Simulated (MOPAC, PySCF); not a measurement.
HCl₃GeO, SMILES `[OH][Ge]([Cl])([Cl])[Cl]`, neutral singlet in the gas phase. 

Cartesian coordinates (Å):
```xyz
6

O      1.3312    -0.3027    -0.5831
Ge    -0.3222    -0.0580     0.0047
Cl    -1.5417    -1.3855    -1.1291
Cl    -0.4707    -0.5045     2.1004
Cl    -0.9518     1.9750    -0.2852
H      1.9553     0.2756    -0.1077
```
Charge 0, multiplicity 1.

All levels are single points at this geometry (PBE-D3(BJ)/def2-TZVP); Pople sets use spherical d functions. Orbital energies aren't observables, and empty levels follow the basis.

| level | HOMO (eV) | LUMO (eV) | gap (eV) | dipole (D) | vertical IE, Delta-SCF (eV) |
|---|---|---|---|---|---|
| PBE-D3(BJ)/def2-TZVP in PySCF | -7.99 | -2.98 | 5.01 | 1.41 | – |
| B3LYP/6-311+G** (LANL2DZ on Ge) in PySCF | -9.44 | -2.65 | 6.79 | 1.55 | – |
| B3LYP/6-31G* in PySCF | -9.15 | -2.39 | 6.77 | 1.66 | 11.40 |
| B3LYP/LANL2DZ in PySCF | -9.61 | -2.93 | 6.67 | 2.05 | – |
| BP86/6-31G* in PySCF | -8.01 | -3.19 | 4.82 | 1.67 | – |
| M06-2X/6-31G* in PySCF | -10.87 | -0.74 | 10.13 | 1.74 | – |
| PBE/6-31G* in PySCF | -7.90 | -3.06 | 4.84 | 1.67 | – |
| SVWN5/6-31G* in PySCF | -8.03 | -3.32 | 4.71 | 1.70 | – |
| HF/3-21G in PySCF | -13.42 | 1.11 | 14.54 | 2.42 | – |
| HF/6-31G* in PySCF | -12.97 | 1.90 | 14.87 | 1.76 | 12.28 |
| PM3 in MOPAC | -11.08 | -1.48 | 9.59 | 1.41 | – |
| PM6 in MOPAC | -11.91 | -2.20 | 9.71 | 1.41 | – |
| PM7 in MOPAC | -11.41 | -2.38 | 9.04 | 0.99 | – |
